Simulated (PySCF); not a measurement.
**Sb: ionisation energy**

Sb [Kr] 4d10 5s2 5p3 (4S) → Sb⁺ [Kr] 4d10 5s2 5p2 (3P), as a difference of total energies. Computed with PySCF 2.14 in aug-cc-pVTZ-DK3, with scalar relativity by spin-free X2C-1e. Correlated levels: valence: [Kr] 4d10 frozen. The calculations carry no spin-orbit coupling.

```json
{"method": "UHF", "ionisation energy (eV)": "8.580"}
{"method": "MP2 (valence)", "ionisation energy (eV)": "8.995"}
{"method": "SCS-MP2 (valence)", "ionisation energy (eV)": "8.869"}
{"method": "CCSD (valence)", "ionisation energy (eV)": "8.978"}
{"method": "CCSD(T) (valence)", "ionisation energy (eV)": "9.009"}
```

Question: How much does correlation contribute at CCSD(T) (valence)?

Answer: 9.009 − (8.580) = 0.429 eV, measured against UHF.

Errors of the correlated levels include the incompleteness of this basis and the frozen core.

For comparison: 9.124 eV (measured; NIST levels, between the centres of gravity of the two terms).
